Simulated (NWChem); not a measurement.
Everything below was run with NWChem. System: H₄AlAs, charge 0, spin multiplicity 1, at a geometry optimised with PBE0/def2-SVP. The structure started from a generated list of species. Level: MP2/def2-TZVP, 14 core orbitals frozen.

Job file:

```
start mol
memory heap 200 mb stack 800 mb global 1000 mb
geometry units angstroms nocenter noautoz
  Al    -0.056200     1.672097     0.000000
  As     0.082607    -0.755320     0.000000
  H     -0.954177    -0.867893    -1.112802
  H     -0.954177    -0.867893     1.112802
  H     -0.043532     2.462053     1.381221
  H     -0.043532     2.462053    -1.381221
  symmetry group Cs
end
basis spherical
  * library def2-tzvp
end
scf
  rhf
  nopen 0
  maxiter 100
  thresh 1e-7
  semidirect memsize 60000000 filesize 0
end
mp2
  freeze core 14
end
task mp2 energy
```

Output (cleaned and shortened):

```
             Northwest Computational Chemistry Package (NWChem) 7.3.0
             --------------------------------------------------------

                                NWChem Input Module
                                -------------------

 Scaling coordinates for geometry "geometry" by  1.889725989
 (inverse scale =  0.529177249)

 Turning off AUTOSYM since
 SYMMETRY directive was detected!

                             Geometry "geometry" -> ""
                             -------------------------

 Output coordinates in angstroms (scale by  1.889725989 to convert to a.u.)

  No.       Tag          Charge          X              Y              Z
 ---- ---------------- ---------- -------------- -------------- --------------
    1 Al                  13.0000    -0.05620000     1.67209700     0.00000000
    2 As                  33.0000     0.08260700    -0.75532000     0.00000000
    3 H                    1.0000    -0.95417700    -0.86789300    -1.11280200
    4 H                    1.0000    -0.95417700    -0.86789300     1.11280200
    5 H                    1.0000    -0.04353200     2.46205300     1.38122100
    6 H                    1.0000    -0.04353200     2.46205300    -1.38122100

 Effective nuclear repulsion energy (a.u.)     140.5890034600

            Nuclear Dipole moment (a.u.)
            ----------------------------
        X                 Y               Z
 ---------------- ---------------- ----------------
     0.0000245664     0.0000396842     0.0000000000

      Symmetry information
      --------------------

 Group name             Cs
 Group number              2
 Group order               2
 No. of unique centers     4

      Symmetry unique atoms

     1    2    3    5


 Summary of "ao basis" -> "" (spherical)
 ------------------------------------------------------------------------------
       Tag                 Description            Shells   Functions and Types
 ---------------- ------------------------------  ------  ---------------------
 *                         def2-tzvp                  on all atoms

 Summary of "ao basis" -> "ao basis" (spherical)
 ------------------------------------------------------------------------------
       Tag                 Description            Shells   Functions and Types
 ---------------- ------------------------------  ------  ---------------------
 Al                        def2-tzvp                13       37   5s5p2d1f
 As                        def2-tzvp                16       48   6s5p4d1f
 H                         def2-tzvp                 4        6   3s1p

                                 NWChem SCF Module
                                 -----------------

  ao basis        = "ao basis"
  functions       =   109
  atoms           =     6
  closed shells   =    25
  open shells     =     0
  charge          =   0.00
  wavefunction    = RHF
  use symmetry    = T
  symmetry adapt  = T

 Summary of "ao basis" -> "ao basis" (spherical)
 ------------------------------------------------------------------------------
       Tag                 Description            Shells   Functions and Types
 ---------------- ------------------------------  ------  ---------------------
 Al                        def2-tzvp                13       37   5s5p2d1f
 As                        def2-tzvp                16       48   6s5p4d1f
 H                         def2-tzvp                 4        6   3s1p

      Symmetry analysis of basis
      --------------------------

        a'         69
        a"         40

 Forming initial guess at       0.1s

      Superposition of Atomic Density Guess
      -------------------------------------

 Sum of atomic energies:       -2478.01136483

      Non-variational initial energy
      ------------------------------

 Total energy =   -2478.363859
 1-e energy   =   -3733.227659
 2-e energy   =    1114.274796
 HOMO         =      -0.269684
 LUMO         =      -0.014790

      Symmetry analysis of molecular orbitals - initial
      -------------------------------------------------

  Numbering of irreducible representations:

     1 a'          2 a"

  Orbital symmetries:

     1 a'          2 a'          3 a'          4 a"          5 a'
     6 a'          7 a'          8 a"          9 a'         10 a'
    11 a'         12 a"         13 a'         14 a'         15 a"
    16 a'         17 a'         18 a"         19 a'         20 a'
    21 a'         22 a"         23 a'         24 a"         25 a'
    26 a'         27 a'         28 a"         29 a'         30 a'
    31 a"         32 a'         33 a"         34 a'         35 a'

 Starting SCF solution at       3.8s

 ----------------------------------------------
         Quadratically convergent ROHF

 Convergence threshold     :          1.000E-07
 Maximum no. of iterations :          100
 Final Fock-matrix accuracy:          1.000E-09
 ----------------------------------------------

              iter       energy          gnorm     gmax       time
             ----- ------------------- --------- --------- --------
                 1    -2478.4213912303  3.99D-01  1.01D-01      3.9
                 2    -2478.4441207460  1.25D-01  3.28D-02      4.0
                 3    -2478.4467439940  9.15D-03  1.93D-03      4.3
                 4    -2478.4467587358  7.49D-05  3.55D-05      4.8
                 5    -2478.4467587375  4.07D-09  1.08D-09      5.7

       Final RHF  results
       ------------------

         Total SCF energy =  -2478.446758737502
      One-electron energy =  -3735.383947939456
      Two-electron energy =   1116.348185741971
 Nuclear repulsion energy =    140.589003459982

        Time for solution =      1.9s

       Symmetry analysis of molecular orbitals - final
       -----------------------------------------------

  Numbering of irreducible representations:

     1 a'          2 a"

  Orbital symmetries:

     1 a'          2 a'          3 a'          4 a"          5 a'
     6 a'          7 a'          8 a"          9 a'         10 a'
    11 a'         12 a'         13 a'         14 a"         15 a"
    16 a'         17 a"         18 a'         19 a'         20 a'
    21 a'         22 a"         23 a"         24 a'         25 a'
    26 a'         27 a'         28 a"         29 a'         30 a'
    31 a"         32 a'         33 a"         34 a'         35 a'

             Final eigenvalues
             -----------------

              1
    1 -432.5564
    2  -58.4872
    3  -56.2828
    4  -50.1276
    5  -50.1273
    6  -50.1271
    7   -8.0045
    8   -5.8599
    9   -5.8583
   10   -5.8566
   11   -4.9026
   12   -3.2176
   13   -3.2154
   14   -3.2150
   15   -2.0928
   16   -2.0912
   17   -2.0889
   18   -2.0874
   19   -2.0861
   20   -0.8113
   21   -0.5524
   22   -0.4982
   23   -0.4331
   24   -0.4186
   25   -0.3455
   26    0.0352
   27    0.1087
   28    0.1247
   29    0.1394
   30    0.1514
   31    0.1672
   32    0.2470
   33    0.2544
   34    0.2659
   35    0.2694

                       ROHF Final Molecular Orbital Analysis
                       -------------------------------------

 Vector   23  Occ=2.000000D+00  E=-4.330681D-01  Symmetry=a"
              MO Center= -7.6D-02,  2.1D+00, -7.6D-15, r^2= 3.1D+00
   Bfn.  Coefficient  Atom+Function         Bfn.  Coefficient  Atom+Function
  ----- ------------  ---------------      ----- ------------  ---------------
    17      0.308036  1 Al pz                99      0.228045  5 H  s
   105     -0.228045  6 H  s                100      0.166021  5 H  s
   106     -0.166021  6 H  s

 Vector   24  Occ=2.000000D+00  E=-4.186445D-01  Symmetry=a'
              MO Center=  3.6D-02, -2.3D-01, -5.3D-15, r^2= 3.0D+00
   Bfn.  Coefficient  Atom+Function         Bfn.  Coefficient  Atom+Function
  ----- ------------  ---------------      ----- ------------  ---------------
    53      0.336172  2 As px                43      0.250911  2 As s
    56      0.252092  2 As px                42      0.203580  2 As s
    47     -0.194860  2 As px                16     -0.168330  1 Al py
    54      0.163529  2 As py

 Vector   25  Occ=2.000000D+00  E=-3.454965D-01  Symmetry=a'
              MO Center=  9.0D-02, -3.6D-01, -3.5D-14, r^2= 3.2D+00
   Bfn.  Coefficient  Atom+Function         Bfn.  Coefficient  Atom+Function
  ----- ------------  ---------------      ----- ------------  ---------------
    57      0.366458  2 As py                54      0.363396  2 As py
    16     -0.215525  1 Al py                48     -0.211650  2 As py
    56     -0.212576  2 As px                43     -0.198448  2 As s
    42     -0.194344  2 As s                 53     -0.193214  2 As px

 Vector   26  Occ=0.000000D+00  E= 3.522215D-02  Symmetry=a'
              MO Center= -1.3D-01,  1.7D+00,  6.2D-16, r^2= 5.1D+00
   Bfn.  Coefficient  Atom+Function         Bfn.  Coefficient  Atom+Function
  ----- ------------  ---------------      ----- ------------  ---------------
    18      0.859100  1 Al px                15      0.257050  1 Al px
    56     -0.167934  2 As px

 Vector   27  Occ=0.000000D+00  E= 1.086828D-01  Symmetry=a'
              MO Center= -1.2D-01,  5.8D-01, -3.7D-15, r^2= 7.9D+00
   Bfn.  Coefficient  Atom+Function         Bfn.  Coefficient  Atom+Function
  ----- ------------  ---------------      ----- ------------  ---------------
    43      1.909148  2 As s                 19      1.426773  1 Al py
     5     -1.417108  1 Al s                 57      0.925658  2 As py
    56     -0.342945  2 As px                88     -0.299789  3 H  s
    94     -0.299789  4 H  s                 28      0.188520  1 Al d  0

 Vector   28  Occ=0.000000D+00  E= 1.247010D-01  Symmetry=a"
              MO Center=  1.7D-01, -1.4D-01,  2.0D-15, r^2= 5.1D+00
   Bfn.  Coefficient  Atom+Function         Bfn.  Coefficient  Atom+Function
  ----- ------------  ---------------      ----- ------------  ---------------
    20      1.019307  1 Al pz                58      0.978910  2 As pz
    88      0.924870  3 H  s                 94     -0.924870  4 H  s
   100     -0.737031  5 H  s                106      0.737031  6 H  s

 center of mass
 --------------
 x =   0.04748028 y =  -0.14736074 z =   0.00000000

 moments of inertia (a.u.)
 ------------------
         491.432411707763          19.817579031736           0.000000000000
          19.817579031736          31.104022805442           0.000000000000
           0.000000000000           0.000000000000         477.245083333862

  Mulliken analysis of the total density
  --------------------------------------

    Atom       Charge   Shell Charges
 -----------   ------   -------------------------------------------------------
    1 Al  13    12.50   2.00  0.65  1.33  0.78  0.24  2.92  2.28  0.82  0.95  0.28  0.10  0.11  0.02
    2 As  33    33.31   2.00  2.00  1.16  0.79  0.91  0.85  5.99  5.77  0.37  1.81  1.51  8.94  1.07  0.03  0.11  0.01
    3 H    1     0.96   0.22  0.53  0.19  0.01
    4 H    1     0.96   0.22  0.53  0.19  0.01
    5 H    1     1.14   0.23  0.57  0.34  0.01
    6 H    1     1.14   0.23  0.57  0.34  0.01

       Multipole analysis of the density wrt the origin
       ------------------------------------------------

     L   x y z        total         open         nuclear
     -   - - -        -----         ----         -------
     0   0 0 0     -0.000000      0.000000     50.000000

     1   1 0 0     -0.164953      0.000000      0.000025
     1   0 1 0      0.171537      0.000000      0.000040
     1   0 0 1      0.000000      0.000000      0.000000

     2   2 0 0    -23.467911      0.000000      7.466905
     2   1 1 0      0.602953      0.000000     -6.566362
     2   1 0 1     -0.000000      0.000000      0.000000
     2   0 2 0    -28.922887      0.000000    245.701614
     2   0 1 1     -0.000000      0.000000      0.000000
     2   0 0 2    -27.321607      0.000000     22.469849

                   NWChem MP2 Semi-direct Energy/Gradient Module
                   ---------------------------------------------

  Basis functions       =    109
  Molecular orbitals    =    109
  Frozen core           =     14
  Frozen virtuals       =      0
  Active alpha occupied =     11
  Active beta occupied  =     11
  Active alpha virtual  =     84
  Active beta virtual   =     84
  Use MO symmetry       = T
  Use skeleton AO sym   = T

  AO/Fock/Back tols     =   1.0D-09  1.0D-09  1.0D-09

 GA uses MA = F    GA memory limited = T

 Available:
  local mem=  1.15D+08
 global mem=  1.31D+08
 local disk=  0.00D+00
  mp2_memr nvloc                    84
  nvloc new                    84
   1 passes of  11:        5242880                      70418                  18200829.
   1 passes of  11: M    114674542           G      131048238           F     109431662.

 Semi-direct pass number   1 of   1  for RHF alpha+beta  at        5.8s
  vrange nnbf                  5787
  mp2_eaftype                    69  avail_ma_in_mb                   999
 EAF : mp2_eaftype filesize          69    9100414.
  mp2_eaf for mointskh                     69
Node 0 wrote     42.8 Mb in      0.0 s     Agg I/O rate:  1894.7 Mb/s
 Done moints_semi at       16.4s
  mp2_eaftype                    69  avail_ma_in_mb                   930
 EAF : mp2_eaftype filesize          69    9100414.
  mp2_eaf for kh                    69
 Done maket at       16.6s
 Done multipass loop at       16.6s

          -------------------------------------------
          SCF energy               -2478.446758737502
          Correlation energy          -0.346619124162
          Singlet pairs               -0.220011828348
          Triplet pairs               -0.126607295814
          Total MP2 energy         -2478.793377861664
          -------------------------------------------

          ---------------------------------------------------
                    Spin Component Scaled (SCS) MP2
          Same spin pairs                     -0.084404863876
          Same spin scaling factor             0.333333333333
          Opposite spin pairs                 -0.262214260286
          Opposite spin scaling fact.          1.200000000000
          SCS-MP2 correlation energy          -0.342792066968
          Total SCS-MP2 energy             -2478.789550804470
          ---------------------------------------------------

 -----------------------
 Performance information
 -----------------------

 Timer overhead =  2.35D-07 seconds/call

               Nr. of calls         CPU time (s)                 Wall time (s)                GFlops
             ---------------    -------------------     ------------------------------   -------------------
Name         Min   Avg   Max    Min     Avg     Max     Min     Avg     Max   Mx/calls   Min     Max     Sum
mp2: moin     1     1     1    11.     11.     11.      11.     11.     11.     11.      0.0     0.0     0.0
mp2: make     1     1     1   0.28    0.28    0.28     0.28    0.28    0.28    0.28      0.0     0.0     0.0
mp2: tota     1     1     1    11.     11.     11.      11.     11.     11.     11.      0.0     0.0     0.0

 The average no. of pstat calls per process was 3.00D+00
 with a timing overhead of 7.05D-07s

 Task  times  cpu:       16.6s     wall:       16.6s

 Total times  cpu:       16.7s     wall:       16.7s
```
